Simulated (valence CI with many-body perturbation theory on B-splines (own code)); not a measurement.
Results of a calculation; reference values are marked as such.
**Sensitivity of CI+MBPT for Er LXII**

Level of theory: valence CI with perturbative core correlation (CI+MBPT): five valence electrons over a frozen Dirac-Fock core [He], radial functions for each j: 6 s, 6 p, 5 d, 3 f, 1 g, with the one-electron correlation potential Σ1 (screened to all orders), the two-electron term Σ2, the three-electron term Σ3, Breit, model QED; selected single and double excitations, second order for the rest, scaled by the run's own slope (own B-spline code, finite nucleus).

No measured spectrum was set against this ion. As an estimate, large intervals hold to a few tenths of a per cent, small ones and those within an open d or f shell to about a per cent. Among the levels kept, up to 1900 cm⁻¹ of a level comes from second order outside the variational space, and about a tenth of that is noise between levels of different J, which matters for small intervals.

The reference run has the lowest level (2s^2 2p1/2^2 2p3/2) J=3/2 and an ionisation energy of 13855.3 eV. Its largest variational space holds 10000 state functions.

Levels are named by their leading jj configuration (3d3/2^4 stands for four electrons in 3d with j = 3/2), which in mixed levels can hold well under half, so a name can repeat and another be missing. Letters in brackets count levels of one name in rising energy.

Changed runs:
A. orbitals per symmetry with explicit Σ2 and valence Breit (the others get mean screening factors) 5 → 2
B. averaging of valence orbitals over low configurations on → off
C. box radius (bohr) 0.94142 → 1.29; natural orbitals for correlation on → off
D. Davidson iteration limit 60 → 3 (bad on purpose)

Excitation energies of the reference run in cm⁻¹, and shifts in cm⁻¹:

| Level | Reference | A | B | C | D |
| --- | --- | --- | --- | --- | --- |
| (2s^2 2p1/2 2p3/2^2) J=3/2 | 7550650 | -791 | -8.8 | -2874 | 0 |
| (2s^2 2p1/2 2p3/2^2) J=5/2 | 7733850 | -833 | -21 | -1181 | 0 |
| (2s^2 2p1/2 2p3/2^2) J=1/2 | 8101710 | +180 | +24 | -581 | 0 |
| (2s 2p1/2^2 2p3/2^2) J=5/2 | 10001500 | -112 | +106 | -112 | 0 |
| (2s 2p1/2^2 2p3/2^2) J=1/2 | 10763000 | +1233 | +144 | +4326 | 0 |
| (2s 2p1/2^2 2p3/2^2) J=3/2 | 10774200 | +437 | +105 | +4998 | 0 |
| (2s^2 2p3/2^3) J=3/2 | 15668200 | -655 | +11 | -2918 | 0 |
| (2s 2p1/2 2p3/2^3) J=3/2 [a] | 17752500 | -174 | +106 | -2155 | 0 |
| (2s 2p1/2 2p3/2^3) J=5/2 | 18068900 | -412 | +100 | +555 | 0 |
| (2s 2p1/2 2p3/2^3) J=1/2 | 18519200 | +42 | +109 | +2381 | 0 |
| (2s 2p1/2 2p3/2^3) J=3/2 [b] | 18593800 | -57 | +97 | +3771 | 0 |
| (2p1/2^2 2p3/2^3) J=3/2 | 21298500 | +1417 | +198 | +10113 | +0.1 |
| Ionisation energy (eV) | 13855.3 | -0.18 | -0.0035 | -1.3 | 0 |

Run D: The Davidson iterations stopped at their limit.
